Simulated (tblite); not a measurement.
C₂H₁₁GeNSi.
Cartesian coordinates in Å at the GFN2-xTB level; atoms count from 1:
```xyz
16
C2H11GeNSi angstrom
C     -2.0985   -0.6073   -0.4870
N     -0.7203   -0.1925   -0.4701
C     -0.4669    0.9156   -1.3536
Si     0.2623   -0.5842    0.8796
Ge     2.4393    0.1264    0.4794
H     -2.7633    0.1839   -0.1211
H     -2.4007   -0.8639   -1.5063
H     -2.2236   -1.4809    0.1459
H     -1.0316    1.8099   -1.0614
H      0.5955    1.1586   -1.3513
H     -0.7597    0.6495   -2.3736
H      0.1782   -2.0432    1.0181
H     -0.2022   -0.0114    2.1606
H      3.4005   -0.3621    1.5224
H      3.0983   -0.3000   -0.8013
H      2.6851    1.6105    0.4894
```

Method: GFN2-xTB as coded in tblite; computed harmonic values from a numerical Hessian at the method's own geometry, unscaled. Against measured fundamentals such values can be off by several per cent, at times by over 20. Modes of hydrogen on germanium and silicon can be 10 to 20 % off. One conformer, not necessarily the lowest.

Harmonic wavenumbers (cm⁻¹): 48.6, 90.6, 116.7, 136.8, 188.4, 254.8, 258.9, 351.8, 366.7, 398.9, 422.4, 487.8, 583.5, 683.5, 735.2, 800.9, 858.3, 899.7, 905.1, 1039.8, 1056.2, 1087.9, 1124.8, 1208.9, 1309.5, 1417.1, 1428.1, 1469.3, 1489.4, 1499.0, 1509.1, 1920.2, 2004.0, 2024.9, 2110.4, 2204.6, 2892.0, 2900.9, 2947.9, 2952.7, 2994.6, 3046.0.

A = 5522, B = 1123, C = 970.4 MHz; mass 150.987 u (most abundant isotopes); point group C1, symmetry number 1.

**Question.** What is the zero-point energy?

**Answer.** Half the sum of the wavenumbers: 26113 cm⁻¹ = 312.38 kJ/mol.

**Question.** What is S at 298.15 K and 1 bar for an ideal gas of classical rigid rotors and harmonic oscillators?

**Answer.** Translation 171.43, rotation 118.70, vibration 113.28: S = 403.4 J/(mol K).

**Question.** And Cp and H(298.15 K) − H(0)?

**Answer.** Cp = 148.01 J/(mol K), of which vibrations give 114.76 (their classical limit is 42 R = 349.2); H(298.15 K) − H(0) = 27.87 kJ/mol without the zero-point energy, 17.95 from vibrations.

**Question.** How do the functions run with temperature in this model?

**Answer.** 
```tsv
T (K)	S (J/(mol K))	Cp (J/(mol K))	H − H(0) (kJ/mol)	G − H(0) (kJ/mol)	ln q(vib)
100	285.9	76.5	5.29	-23.30	1.50
200	351.3	115.0	14.94	-55.31	3.96
300	404.3	148.6	28.14	-93.16	6.43
500	494.4	206.3	63.88	-183.30	11.13
800	605.5	266.4	135.50	-348.86	17.61
1000	667.9	293.1	191.59	-476.33	21.55
```

q(vib) and H(0) count from the zero-point level.

**Question.** Which modes carry the vibrational entropy at 298.15 K?

**Answer.** 48.6 cm⁻¹: 20.39; 90.6 cm⁻¹: 15.26; 116.7 cm⁻¹: 13.20; 136.8 cm⁻¹: 11.92; 188.4 cm⁻¹: 9.39; 254.8 cm⁻¹: 7.10 J/(mol K); the other 36 give 36.03 together.

Hindered rotation and anharmonicity are outside this model. Other conformers, if any are populated, would add a mixing term that is left out. The structure is chiral; the term R ln 2 for an equal mix with its mirror image is left out.
